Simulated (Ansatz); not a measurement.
Harmonic frequencies (cm⁻¹) at PBE0-D4/def2-TZVP from Ansatz: 111, 111, 143, 159, 163, 163, 228, 228, 244, 254, 254, 297, 690, 690, 721, 4015, 4015, 4020.

Each molecule was computed in one conformer, which needn't be the lowest.

(1) Which molecule is it?
A. `[OH][Hf]([OH])([F])[I]`
B. `[OH][Hf]([OH])([OH])[Br]`
C. `[SH][Hf]([SH])([SH])[SH]`
D. `[OH][Hf]([SH])([SH])[SH]`

## Answers

(1) B.
